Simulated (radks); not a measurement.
Q: Valence configurations of the arsenic ion As3+ (all share [Ar]). Calculated with a radial shooting solver on a logarithmic mesh with Libxc functionals: scalar-relativistic Kohn-Sham, PBE, spin-polarised, spherical densities, finite nucleus; open shells are filled with parallel spins first; Fermi nuclear charge, rms radius 4.0968 fm. Order these by energy: 3d10 4s1 4p1; 3d7 4s2 4p3; 3d10 4s1.5 4p0.5; 3d9 4s2 4p1; 3d9.5 4s2 4p0.5; 3d10 4s2; 3d9 4s1 4p2; 3d9 4p3; 3d8 4s2 4p2.

A: From the lowest, in eV above it: 3d10 4s2 0.000; 3d10 4s1.5 4p0.5 5.436; 3d10 4s1 4p1 10.230; 3d9.5 4s2 4p0.5 21.931; 3d9 4s2 4p1 45.750; 3d9 4s1 4p2 55.339; 3d9 4p3 67.893; 3d8 4s2 4p2 99.365; 3d7 4s2 4p3 161.35. NIST lists [Ar] 3d10 4s2 as the ground configuration; this level of theory agrees among the configurations tried. The energies are those of spherical high-spin densities, not of single terms.
